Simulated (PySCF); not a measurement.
Bi(Cl)3 cation (BiCl3), SMILES [Cl][Bi]([Cl])[Cl] (connectivity only; charge and spin as stated), charge +1, multiplicity 2. Atoms are numbered in the order given.

```xyz
4

Bi     0.0000     0.0000     0.5466
Cl     1.7555     1.0135    -0.8896
Cl     0.0000    -2.0270    -0.8896
Cl    -1.7555     1.0135    -0.8896
```
Charge +1, spin multiplicity 2.

Coordinates come from a PBE0-D3(BJ)/def2-SVP optimisation. The geometry has at least one imaginary mode, so it is a saddle point at that level. The spin state was assumed, not searched. The isomer is the one that the SMILES or the coordinates give; other isomers of the formula were not compared. The def2 effective core potentials stand for the cores of Bi; spin–orbit coupling is left out.

All values below come from PySCF 2.14.0 with PBE0-D3(BJ)/def2-SVP.

Frequencies are harmonic and unscaled.

Modes within 1.5 cm⁻¹ of each other (mostly degenerate sets) share a row, with their intensities summed.

```csv
mode,ν (cm⁻¹),IR (km/mol),moving atoms (share of kinetic energy)
1–2,203i,232.1,"Cl 84 %, Bi 16 %"
3,103,1.7,"Cl 81 %, Bi 19 %"
4–5,184,82.7,Cl 96 %
6,346,12.9,"Cl 85 %, Bi 15 %"
```
